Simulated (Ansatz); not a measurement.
`C[O][Zn][CH3]` + `[OH][GeH2][SeH]` → `C[O][GeH2][SeH]` + `C[O][ZnH]`  (substitution at a C–Zn bond)

Isolated molecules relaxed with PBE0-D4/def2-TZVP in Ansatz; ΔE leaves out vibrations. CCSD(T)/CBS is the MP2 limit (def2-TZVPP, def2-QZVPP) plus CCSD(T) − MP2 in def2-TZVPP, frozen cores. Functionals use def2-TZVPP. B3LYP here is the variant with VWN-RPA as its local correlation; programs differ in this. For Ge, Se, Zn outer-core shells are correlated without core-valence functions, which leaves a few kJ/mol of doubt a bond. Scalar relativity is left out up to krypton. One conformer a species, not always the lowest.

`C[O][Zn][CH3]`:

```xyz
10

C     1.462    1.486    0.975
O     1.278    0.593   -0.081
Zn   -0.135   -0.413   -0.457
C    -1.584   -1.557   -0.987
H     0.752    2.325    0.953
H     2.470    1.915    0.912
H     1.375    1.008    1.962
H    -2.285   -1.695   -0.162
H    -1.208   -2.538   -1.285
H    -2.126   -1.125   -1.830
```

`[OH][GeH2][SeH]`:

Z-matrix (Å, degrees):
```
Ge
Se 1 2.352
O 1 1.777 2 110.9
H 1 1.538 2 104.8 3 120.1
H 1 1.530 2 112.4 3 -115.9
H 2 1.469 1 92.5 3 65.8
H 3 0.960 1 112.1 2 47.3
```

`C[O][GeH2][SeH]`:

Z-matrix (Å, degrees):
```
C
O 1 1.409
H 1 1.092 2 107.8
H 1 1.097 2 111.9 3 119.2
H 1 1.098 2 112.0 3 -119.0
Ge 2 1.774 1 119.0 3 -179.2
Se 6 2.353 2 111.2 1 59.4
H 6 1.539 2 109.9 1 -56.5
H 6 1.530 2 104.1 1 -179.8
H 7 1.469 6 92.4 2 69.7
```

`C[O][ZnH]`:

Cartesian coordinates in Å:
```
C -0.067 -0.306 -1.002
O 0.489 0.532 -0.033
Zn 0.197 0.613 1.710
H 0.356 -0.051 -1.980
H -1.158 -0.200 -1.081
H 0.150 -1.368 -0.820
H 0.033 0.780 3.206
```

```csv
level,ΔE (kcal/mol),difference from CCSD(T)/CBS
PBE-D4,19.0,-1.3
r2SCAN-D4,19.2,-1.1
PBE0-D4,19.0,-1.3
B3LYP-D4,17.6,-2.7
ωB97X-V,17.7,-2.6
ωB97M-V,18.8,-1.5
B2PLYP,19.4,-0.9
PBE,19.8,-0.5
r2SCAN,19.4,-0.9
PBE0,19.7,-0.6
B3LYP,18.8,-1.5
HF/def2-TZVPP,15.5,-4.8
MP2/def2-TZVPP,21.3,1.0
SCS-MP2/def2-TZVPP,19.4,-0.9
CCSD/def2-TZVPP,18.8,-1.5
CCSD(T)/def2-TZVPP,19.0,-1.3
HF/def2-QZVPP,15.6,-4.7
MP2/def2-QZVPP,22.1,1.8
SCS-MP2/def2-QZVPP,20.2,-0.1
HF/CBS(def2),15.7,-4.6
MP2/CBS(def2),22.6,2.3
CCSD/CBS(def2),20.1,-0.2
CCSD(T)/CBS,20.3,0
```

Largest T1 diagnostic among the species: 0.017.

In def2-TZVPP, CCSD(T) changes the Hartree–Fock value by +3.5 kcal/mol (the triples alone add +0.3 kcal/mol) and MP2 by +5.8 kcal/mol. The D4 term adds −1.2 kcal/mol with B3LYP and −0.7 kcal/mol with PBE0; it sums over pairs of atoms, weighted by their polarisabilities, and B3LYP, whose exchange is more repulsive, gets the larger term.
